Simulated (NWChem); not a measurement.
Molecule: carbon tetrabromide (CBr4); SMILES BrC(Br)(Br)Br

All runs: NWChem. This build's default masses of Se (78.918 u) and Br (79.917 u) are each other's, which moves their modes by up to 0.6 %. The level has its own optimisation; frequencies are unscaled.

### Question
Estimate the computed values for PBE/def2-SVP. Quantities: r Br–C (Å); highest harmonic frequency (cm⁻¹); lowest (cm⁻¹); zero-point energy (kcal/mol).

### Answer
| Property | Value |
|---|---|
| r Br–C (Å) | 1.957 |
| highest harmonic frequency (cm⁻¹) | 620 |
| lowest (cm⁻¹) | 121 |
| zero-point energy (kcal/mol) | 4.1 |
